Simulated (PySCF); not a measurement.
A structure optimised at PBE-D3(BJ)/def2-SVP, used in a PySCF frequency run:

```
C
C 1 1.3190
H 2 1.0965 1 138.79
H 1 1.1106 2 122.34 3 0.00
C 1 1.5101 4 113.71 2 -180.00
F 5 1.3456 1 112.72 4 180.00
F 5 1.3557 6 108.00 1 -122.31
F 5 1.3557 6 108.00 7 -115.38
```
Charge 0, spin multiplicity 2.

**Question.** Write its SMILES, formula and point group.

**Answer.** [CH]=CC(F)(F)F, C₃H₂F₃, Cs

**Question.** What are its rotational constants (standard atomic weights)?

**Answer.** 5.4186, 2.9838, 2.9314 GHz
